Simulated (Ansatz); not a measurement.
Ansatz (an electronic-structure program) input (B3LYP-D3(BJ)/def2-TZVP):

Ansatz 0.2 input:
```yaml
crystal:
  periodic: [false, false, false]
  atoms:
    - {symbol: C, position_ang: [2.01962942, 0.03654930, -0.25219718]}
    - {symbol: C, position_ang: [0.84107937, -0.24744500, 0.00776197]}
    - {symbol: C, position_ang: [-0.56243470, -0.49639828, 0.27901808]}
    - {symbol: O, position_ang: [-1.41500704, 0.62914212, -0.10445646]}
    - {symbol: H, position_ang: [-0.75143795, -0.68065096, 1.34701849]}
    - {symbol: H, position_ang: [-0.94041737, -1.37362502, -0.26678270]}
    - {symbol: H, position_ang: [-0.77773291, 1.26490288, -0.45208132]}
basis:
  gaussian:
    orbitals: def2-TZVP
hamiltonian:
  xc: b3lyp
  dispersion: d3bj
total_charge: -1
phonons: {temperatures: {t_min: 298.15, t_max: 298.15, t_step: 100}}
```

Output:

```
Functional definition: B3LYP
integrals: 0.04 GiB planned
823 factors; their error is unknown
mean field: 0.49 GiB planned
mean field evaluation 1: about -5201.2112 eV, gradient 4.5e1 eV
mean field evaluation 2: about -5186.2776 eV, gradient 7.7e1 eV
mean field evaluation 4: about -5206.3841 eV, gradient 9.7e0 eV
mean field evaluation 8: about -5206.5861 eV, gradient 2.5e-1 eV
mean field evaluation 16: about -5206.5834 eV, gradient 1.7e-4 eV
mean field -5206.58335743 eV, -191.3384092367 hartree, gradient 2.7e-5 eV, S^2 0.000000; 0 other end points of the search recorded, 0 dependent functions left out
the calculation of the forces begins
reference -5206.58357204 eV, -191.3384171233 hartree; 15, 15 occupied and 127, 127 virtual orbitals, 823 factors
these checks for a lower state are left out or cut short: stability, starts, cluster_reference, orbital_swaps, neighbouring_geometries, increment
integrals: 0.04 GiB planned
823 factors; their error is unknown
mean field: 0.49 GiB planned
mean field -5206.58334017 eV, -191.3384086021 hartree, gradient 2.4e-6 eV, S^2 0.000000; 0 other end points of the search recorded, 0 dependent functions left out
the calculation of the forces begins
reference -5206.58355482 eV, -191.3384164905 hartree; 15, 15 occupied and 127, 127 virtual orbitals, 823 factors
these checks for a lower state are left out or cut short: stability, starts, cluster_reference, orbital_swaps, neighbouring_geometries, increment
integrals: 0.04 GiB planned
823 factors; their error is unknown
mean field: 0.49 GiB planned
mean field evaluation 32: about -5206.5833 eV, gradient 8.1e-3 eV
mean field -5206.58332587 eV, -191.3384080768 hartree, gradient 2.4e-6 eV, S^2 0.000000; 0 other end points of the search recorded, 0 dependent functions left out
the calculation of the forces begins
reference -5206.58354042 eV, -191.3384159615 hartree; 15, 15 occupied and 127, 127 virtual orbitals, 823 factors
these checks for a lower state are left out or cut short: stability, starts, cluster_reference, orbital_swaps, neighbouring_geometries, increment
integrals: 0.04 GiB planned
823 factors; their error is unknown
mean field: 0.49 GiB planned
mean field -5206.58329274 eV, -191.3384068591 hartree, gradient 2.4e-6 eV, S^2 0.000000; 0 other end points of the search recorded, 0 dependent functions left out
the calculation of the forces begins
reference -5206.58350745 eV, -191.3384147496 hartree; 15, 15 occupied and 127, 127 virtual orbitals, 823 factors
these checks for a lower state are left out or cut short: stability, starts, cluster_reference, orbital_swaps, neighbouring_geometries, increment
integrals: 0.04 GiB planned
823 factors; their error is unknown
mean field: 0.49 GiB planned
mean field -5206.58317975 eV, -191.3384027071 hartree, gradient 2.4e-6 eV, S^2 0.000000; 0 other end points of the search recorded, 0 dependent functions left out
the calculation of the forces begins
reference -5206.58339425 eV, -191.3384105898 hartree; 15, 15 occupied and 127, 127 virtual orbitals, 823 factors
these checks for a lower state are left out or cut short: stability, starts, cluster_reference, orbital_swaps, neighbouring_geometries, increment
integrals: 0.04 GiB planned
823 factors; their error is unknown
mean field: 0.49 GiB planned
mean field -5206.58330560 eV, -191.3384073318 hartree, gradient 2.4e-6 eV, S^2 0.000000; 0 other end points of the search recorded, 0 dependent functions left out
the calculation of the forces begins
reference -5206.58352020 eV, -191.3384152181 hartree; 15, 15 occupied and 127, 127 virtual orbitals, 823 factors
these checks for a lower state are left out or cut short: stability, starts, cluster_reference, orbital_swaps, neighbouring_geometries, increment
integrals: 0.04 GiB planned
[...]
the calculation of the forces begins
reference -5206.58343516 eV, -191.3384120931 hartree; 15, 15 occupied and 127, 127 virtual orbitals, 823 factors
these checks for a lower state are left out or cut short: stability, starts, cluster_reference, orbital_swaps, neighbouring_geometries, increment
integrals: 0.04 GiB planned
823 factors; their error is unknown
mean field: 0.49 GiB planned
mean field -5206.58322424 eV, -191.3384043419 hartree, gradient 2.4e-6 eV, S^2 0.000000; 0 other end points of the search recorded, 0 dependent functions left out
the calculation of the forces begins
reference -5206.58343887 eV, -191.3384122296 hartree; 15, 15 occupied and 127, 127 virtual orbitals, 823 factors
these checks for a lower state are left out or cut short: stability, starts, cluster_reference, orbital_swaps, neighbouring_geometries, increment
integrals: 0.04 GiB planned
823 factors; their error is unknown
mean field: 0.49 GiB planned
mean field -5206.58320264 eV, -191.3384035483 hartree, gradient 2.4e-6 eV, S^2 0.000000; 0 other end points of the search recorded, 0 dependent functions left out
the calculation of the forces begins
reference -5206.58341721 eV, -191.3384114336 hartree; 15, 15 occupied and 127, 127 virtual orbitals, 823 factors
these checks for a lower state are left out or cut short: stability, starts, cluster_reference, orbital_swaps, neighbouring_geometries, increment
integrals: 0.04 GiB planned
823 factors; their error is unknown
mean field: 0.49 GiB planned
mean field evaluation 128: about -5206.5830 eV, gradient 4.8e-1 eV
mean field -5206.58327465 eV, -191.3384061943 hartree, gradient 2.4e-6 eV, S^2 0.000000; 0 other end points of the search recorded, 0 dependent functions left out
the calculation of the forces begins
reference -5206.58348920 eV, -191.3384140792 hartree; 15, 15 occupied and 127, 127 virtual orbitals, 823 factors
these checks for a lower state are left out or cut short: stability, starts, cluster_reference, orbital_swaps, neighbouring_geometries, increment
integrals: 0.04 GiB planned
823 factors; their error is unknown
mean field: 0.49 GiB planned
mean field -5206.58331388 eV, -191.3384076360 hartree, gradient 2.4e-6 eV, S^2 0.000000; 0 other end points of the search recorded, 0 dependent functions left out
the calculation of the forces begins
reference -5206.58352852 eV, -191.3384155241 hartree; 15, 15 occupied and 127, 127 virtual orbitals, 823 factors
these checks for a lower state are left out or cut short: stability, starts, cluster_reference, orbital_swaps, neighbouring_geometries, increment
integrals: 0.04 GiB planned
823 factors; their error is unknown
mean field: 0.49 GiB planned
mean field -5206.58332440 eV, -191.3384080227 hartree, gradient 2.4e-6 eV, S^2 0.000000; 0 other end points of the search recorded, 0 dependent functions left out
the calculation of the forces begins
reference -5206.58353899 eV, -191.3384159088 hartree; 15, 15 occupied and 127, 127 virtual orbitals, 823 factors
these checks for a lower state are left out or cut short: stability, starts, cluster_reference, orbital_swaps, neighbouring_geometries, increment
integrals: 0.04 GiB planned
823 factors; their error is unknown
mean field: 0.49 GiB planned
mean field -5206.58335347 eV, -191.3384090911 hartree, gradient 2.4e-6 eV, S^2 0.000000; 0 other end points of the search recorded, 0 dependent functions left out
the calculation of the forces begins
reference -5206.58356809 eV, -191.3384169780 hartree; 15, 15 occupied and 127, 127 virtual orbitals, 823 factors
these checks for a lower state are left out or cut short: stability, starts, cluster_reference, orbital_swaps, neighbouring_geometries, increment
integrals: 0.04 GiB planned
823 factors; their error is unknown
mean field: 0.49 GiB planned
mean field evaluation 160: about -5206.5833 eV, gradient 2.4e-6 eV
mean field -5206.58333025 eV, -191.3384082379 hartree, gradient 2.4e-6 eV, S^2 0.000000; 0 other end points of the search recorded, 0 dependent functions left out
the calculation of the forces begins
reference -5206.58354487 eV, -191.3384161248 hartree; 15, 15 occupied and 127, 127 virtual orbitals, 823 factors
these checks for a lower state are left out or cut short: stability, starts, cluster_reference, orbital_swaps, neighbouring_geometries, increment
integrals: 0.04 GiB planned
823 factors; their error is unknown
mean field: 0.49 GiB planned
mean field -5206.58334730 eV, -191.3384088644 hartree, gradient 2.4e-6 eV, S^2 0.000000; 0 other end points of the search recorded, 0 dependent functions left out
the calculation of the forces begins
reference -5206.58356190 eV, -191.3384167506 hartree; 15, 15 occupied and 127, 127 virtual orbitals, 823 factors
these checks for a lower state are left out or cut short: stability, starts, cluster_reference, orbital_swaps, neighbouring_geometries, increment
integrals: 0.04 GiB planned
823 factors; their error is unknown
mean field: 0.49 GiB planned
mean field -5206.58328120 eV, -191.3384064351 hartree, gradient 2.4e-6 eV, S^2 0.000000; 0 other end points of the search recorded, 0 dependent functions left out
the calculation of the forces begins
reference -5206.58349580 eV, -191.3384143215 hartree; 15, 15 occupied and 127, 127 virtual orbitals, 823 factors
these checks for a lower state are left out or cut short: stability, starts, cluster_reference, orbital_swaps, neighbouring_geometries, increment
integrals: 0.04 GiB planned
823 factors; their error is unknown
mean field: 0.49 GiB planned
mean field -5206.58325609 eV, -191.3384055125 hartree, gradient 2.4e-6 eV, S^2 0.000000; 0 other end points of the search recorded, 0 dependent functions left out
the calculation of the forces begins
reference -5206.58347070 eV, -191.3384133992 hartree; 15, 15 occupied and 127, 127 virtual orbitals, 823 factors
these checks for a lower state are left out or cut short: stability, starts, cluster_reference, orbital_swaps, neighbouring_geometries, increment
integrals: 0.04 GiB planned
823 factors; their error is unknown
mean field: 0.49 GiB planned
mean field -5206.58327736 eV, -191.3384062942 hartree, gradient 2.4e-6 eV, S^2 0.000000; 0 other end points of the search recorded, 0 dependent functions left out
the calculation of the forces begins
reference -5206.58349198 eV, -191.3384141813 hartree; 15, 15 occupied and 127, 127 virtual orbitals, 823 factors
these checks for a lower state are left out or cut short: stability, starts, cluster_reference, orbital_swaps, neighbouring_geometries, increment
integrals: 0.04 GiB planned
823 factors; their error is unknown
mean field: 0.49 GiB planned
mean field evaluation 192: about -5206.5829 eV, gradient 4.8e-1 eV
mean field -5206.58324107 eV, -191.3384049604 hartree, gradient 2.4e-6 eV, S^2 0.000000; 0 other end points of the search recorded, 0 dependent functions left out
the calculation of the forces begins
reference -5206.58345565 eV, -191.3384128462 hartree; 15, 15 occupied and 127, 127 virtual orbitals, 823 factors
these checks for a lower state are left out or cut short: stability, starts, cluster_reference, orbital_swaps, neighbouring_geometries, increment
integrals: 0.04 GiB planned
823 factors; their error is unknown
mean field: 0.49 GiB planned
mean field -5206.58330688 eV, -191.3384073791 hartree, gradient 2.4e-6 eV, S^2 0.000000; 0 other end points of the search recorded, 0 dependent functions left out
the calculation of the forces begins
reference -5206.58352151 eV, -191.3384152664 hartree; 15, 15 occupied and 127, 127 virtual orbitals, 823 factors
these checks for a lower state are left out or cut short: stability, starts, cluster_reference, orbital_swaps, neighbouring_geometries, increment
integrals: 0.04 GiB planned
823 factors; their error is unknown
mean field: 0.49 GiB planned
mean field -5206.58333378 eV, -191.3384083673 hartree, gradient 2.4e-6 eV, S^2 0.000000; 0 other end points of the search recorded, 0 dependent functions left out
the calculation of the forces begins
reference -5206.58354836 eV, -191.3384162531 hartree; 15, 15 occupied and 127, 127 virtual orbitals, 823 factors
Total energy: -5206.77599300 eV, -191.3454884632 hartree
Atom 0 at     2.019629     0.036549    -0.252197 Å, force     0.000102     0.000019    -0.000020 eV/Å
Atom 1 at     0.841079    -0.247445     0.007762 Å, force     0.000286     0.000462    -0.000232 eV/Å
Atom 2 at    -0.562435    -0.496398     0.279018 Å, force    -0.000569    -0.001031     0.000510 eV/Å
Atom 3 at    -1.415007     0.629142    -0.104456 Å, force     0.000399     0.000449    -0.000239 eV/Å
Atom 4 at    -0.751438    -0.680651     1.347018 Å, force    -0.000076    -0.000091    -0.000539 eV/Å
Atom 5 at    -0.940417    -1.373625    -0.266783 Å, force     0.000038     0.000329     0.000441 eV/Å
Atom 6 at    -0.777733     1.264903    -0.452081 Å, force    -0.000181    -0.000137     0.000080 eV/Å
Dipole moment:    -1.319043    -0.080159     0.188883 e Å
Vibrations: 184.42 260.53 284.30 534.05 890.76 962.27 1031.34 1215.97 1260.00 1404.65 1508.72 2072.12 2929.42 2934.16 3764.39 cm⁻¹, zero-point energy 1.316532 eV
```

It need not be the lowest isomer of its formula. Whether it binds its extra electron was not tested at this geometry.
